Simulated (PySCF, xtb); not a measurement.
MoO2FCl, SMILES [O]=[Mo]([Cl])(=[O])[F], multiplicity 1.

Harmonic wavenumbers (cm⁻¹) from GFN2-xTB in xtb 6.7.1 at its own minimum, in rising order: 152, 187, 216, 218, 264, 368, 509, 920, 983.

Question: What does B3LYP-D3(BJ)/def2-SVP (PySCF) give at its own minimum? (The exact figures need the calculation; the answer reports its results.)

Answer: 149, 192, 239, 254, 358, 443, 723, 1042, 1065. Paired by order, the mean absolute difference is 73 cm⁻¹ and the zero-point energies are 5.5 and 6.4 kcal/mol.
